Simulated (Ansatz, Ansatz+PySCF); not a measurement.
```yaml
atoms:
  - { symbol: P, position_ang: [0.0000, 0.0000, -0.9455] }
  - { symbol: P, position_ang: [0.0000, 0.0000, 0.9455] }
```

Basis set: def2-SVP (spherical functions). Left uncorrelated: 10 orbitals. Charge 0, multiplicity 1.

Computed with Ansatz (development build ahead of 0.2.0); each method stands on the lowest determinant of its kind that the runs found. Restricted open shells among the atoms or ions are ROHF, correlated in semicanonical orbitals with singles. Restricted functionals stand beside restricted open-shell atoms, which can lie above the unrestricted atoms usual in DFT and then raise those values.

(1) Give the atomization energy at this shape (free ground-state atoms in the same class of orbitals less the molecule, no zero-point energy) of singlet P₂ by ωB97X (restricted), ωB97X (unrestricted), r²SCAN (restricted), PBE0 (unrestricted), PBE (restricted), RHF-CCSD(T), RHF-CCSD, UHF-CCSD(T), UHF-CCSD, RHF-MP2, UHF-MP2, UHF, RHF.

Results:

(1)

```tsv
method	atomization energy
ωB97X (restricted)	4.80 eV
ωB97X (unrestricted)	4.77 eV
r²SCAN (restricted)	4.70 eV
PBE0 (unrestricted)	4.67 eV
PBE (restricted)	5.16 eV
RHF-CCSD(T)	4.02 eV
RHF-CCSD	3.69 eV
UHF-CCSD(T)	3.96 eV
UHF-CCSD	3.66 eV
RHF-MP2	4.14 eV
UHF-MP2	3.26 eV
UHF	1.60 eV
RHF	1.38 eV
```

Caution for UHF-CCSD(T), UHF-MP2: another reference gives a lower total. Caution for UHF-CCSD(T), UHF-CCSD, UHF-MP2, UHF: the determinant breaks the point group; the unrestricted determinant is spin contaminated.
